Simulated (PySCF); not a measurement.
**Spinor energies of Cu³⁺ (copper, charge +3)**

Start: [Ar] 3d8; 3d3/2 filled at m_j = -3/2, -1/2, +1/2, +3/2; 3d5/2 filled at m_j = -1/2, +1/2, +3/2, +5/2. Calculated with PySCF 2.14 in x2c-QZVPPall-2c: generalised Hartree-Fock with the X2C-1e Hamiltonian and a Gaussian nucleus; one run each with spin-orbit coupling (SO) switched off, then screened by Boettger's factors.

```csv
spinor shell,electrons,"ε, spin-free (eV)","ε, screened SO (eV)",weight of nominal j (screened SO),"rms radius, screened SO (bohr)"
1s1/2,2,-9095.5,-9095.3,1.000,0.0601
2s1/2,2,-1182.3,-1182.2,1.000,0.254
2p1/2,2,-1022.8,-1037.3,0.999,0.226
2p3/2,4,-1022.8,-1015.6,0.999,0.229
3s1/2,2,-187.43,-187.41,1.000,0.757
3p1/2,2,-137.94,-142.26,0.822,0.793
3d3/2,4,-60.892,-60.849,0.683,0.947
3d5/2,4,-60.892,-60.951,0.727,0.946
```

**Question.** Where does 3p3/2 lie, and what is the 3p spin-orbit splitting (screened SO)?

**Answer.** At -135.78 eV, 6.480 eV above 3p1/2.

```csv
quantity,spin-free,screened SO
E (hartree),-1651.03916,-1651.08768
M_J,4,4
⟨J²⟩,20.005,20.005
⟨L²⟩,12.003,12.013
⟨S²⟩,2.001,2.000
```

Each row is a mean over spinors that exchange with the open shell spreads, by up to 11.866 eV (3p3/2).

Rows whose weight is well below 1 are mixtures of j = l ± 1/2: exchange outweighs spin-orbit coupling there, and the label is only the starting occupation.

Without spin-orbit coupling the j labels of p, d and f shells carry no meaning; the spin-free column gives the mean over the occupied spinors of each nl shell.
